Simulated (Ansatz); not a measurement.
SnHMe2(NMeEt) (C₅H₁₅NSn). Total charge 0; singlet. Geometry PBE-D4/def2-SVP, basis def2-TZVP, Ansatz.

Cartesian coordinates in Å:
```
C 0.0519 -2.9022 -0.8690
C -2.4406 -0.3744 -0.5265
C 1.0963 -0.2611 1.5397
C 1.2963 1.5733 -0.0696
C 0.2604 2.5818 0.4571
N 1.0106 0.1664 0.1585
Sn -0.3679 -0.7845 -1.0733
H 0.0011 -0.1687 -2.6550
H -0.2664 -3.2595 0.1300
H 1.1379 -3.0770 -0.9903
H -0.4967 -3.4748 -1.6418
H -3.1273 -0.9476 -1.1799
H -2.6561 0.7060 -0.6336
H -2.6125 -0.6740 0.5256
H 2.0913 0.0120 1.9684
H 0.3257 0.1680 2.2340
H 1.0124 -1.3668 1.6136
H 2.2879 1.8068 0.3930
H 1.4326 1.7336 -1.1630
H 0.5894 3.6269 0.2779
H -0.7220 2.4481 -0.0445
H 0.0956 2.4678 1.5489
```

```
run  HOMO (eV)  LUMO (eV)
  A      -8.00       1.78
  B      -6.93       1.07
  C      -5.31       0.06
  D      -4.44      -0.44
  E      -4.66      -0.04
  F      -5.71       0.43
```

In the def2 sets Sn takes a core potential; there is no spin–orbit coupling. HSE06 is defined as in plane-wave codes, on full-range PBE exchange. Another isomer (singlet) lies 0.41 eV lower at PBE0-D4/def2-TZVP; other spin states weren't run for this one.

Question: The runs used BHLYP, HSE06, PBE, PBE0, r2SCAN, ωB97M-V. Estimate which is which.

Answer: A ωB97M-V (range-separated); B BHLYP (50 % exact exchange); C HSE06 (range-separated); D PBE (0 % exact exchange); E r2SCAN (0 % exact exchange); F PBE0 (25 % exact exchange). Exact exchange lowers occupied and raises empty levels; among semilocal functionals meta-GGAs tend to open the gap a little, and such runs are hard to tell apart. The gap grows from 4.01 eV (PBE) to 9.78 eV (ωB97M-V).
